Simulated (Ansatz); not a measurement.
Consider the ligand exchange at the Si–C bond: `C=C(F)[SiH2]Cl` + H₂Se → `Cl[SiH2][SeH]` + `C=CF`.

Gas-phase electronic energies from Ansatz, PBE0-D4/def2-TZVP geometries. CCSD(T)/CBS is the MP2 limit (def2-TZVPP, def2-QZVPP) plus CCSD(T) − MP2 in def2-TZVPP, frozen cores. DFT in def2-TZVPP. For Se outer-core shells are correlated without core-valence functions, which leaves a few kJ/mol of doubt a bond. Scalar relativity is left out up to krypton. One conformer a species, not always the lowest.

`C=C(F)[SiH2]Cl`:

Z-matrix (Å, degrees):
```
Si
Cl 1 2.050
C 1 1.869 2 110.0
H 1 1.480 2 107.6 3 -120.5
H 1 1.480 2 109.2 3 117.9
F 3 1.349 1 115.3 2 -63.2
C 3 1.324 1 125.1 2 117.9
H 7 1.082 3 119.6 1 -1.6
H 7 1.085 3 121.7 1 178.6
```

H₂Se:

Cartesian coordinates in Å:
```
Se -0.666 0.136 -0.084
H 0.560 0.941 -0.126
H 0.106 -1.077 0.210
```

`Cl[SiH2][SeH]`:

```xyz
6

Cl    0.005    1.698   -1.623
Si   -0.032   -0.016   -0.502
Se    0.162    0.646    1.661
H    -1.316   -0.711   -0.749
H     1.101   -0.872   -0.920
H     0.081   -0.745    2.133
```

`C=CF`:

Z-matrix (Å, degrees):
```
C
C 1 1.316
H 1 1.081 2 119.2
H 1 1.082 2 121.6 3 -180.0
F 2 1.336 1 122.3 3 180.0
H 2 1.084 1 125.7 3 0.0
```

```json
{"level": "PBE-D4", "ΔE (kJ/mol)": "-62.2"}
{"level": "CCSD(T)/def2-TZVPP", "ΔE (kJ/mol)": "-59.9"}
```

**Question.** What does CCSD(T)/CBS give? (An estimate is asked.)

**Answer.** The calculation gave: -64.1 kJ/mol. The listed levels differ from it by 1.9, 4.2 kJ/mol.

Largest T1 diagnostic among the species: 0.012.

From PBE to PBE0 (25 % exact exchange), in def2-TZVPP and without D4, ΔE moves by −3.0 kJ/mol.
